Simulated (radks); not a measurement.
Coulomb parameter of the 4f shell of the praseodymium ion Pr+ in the model configuration [Xe] 4f2 6s1 6p1, as a second difference U = [E(n + 1) + E(n - 1) - 2 E(n)] / (1)^2 with all orbitals relaxed. "Bare": the charge of the atom changes with n. "Screened": the 6p shell takes up the change at fixed total charge, which measures U(4f,4f) + U(6p,6p) - 2 U(4f,6p). Method: Dirac Kohn-Sham, BLYP, spin-unpolarised, spherical densities, point nucleus; open shells are shared between the two j in proportion to 2j + 1; computed with a radial shooting solver on a logarithmic mesh with Libxc functionals.

start: configuration [Xe] 4f2 6s1 6p1; E - E(n) (eV) 0.000
bare +1: configuration [Xe] 4f3 6s1 6p1; E - E(n) (eV) -8.363
bare -1: configuration [Xe] 4f1 6s1 6p1; E - E(n) (eV) 23.398
screened +1: configuration [Xe] 4f3 6s1; E - E(n) (eV) -5.026
screened -1: configuration [Xe] 4f1 6s1 6p2; E - E(n) (eV) 13.097

U(bare) = 15.034 eV, U(screened by 6p) = 8.071 eV, against the Slater integral F0(4f,4f) = 24.568 eV with frozen orbitals.
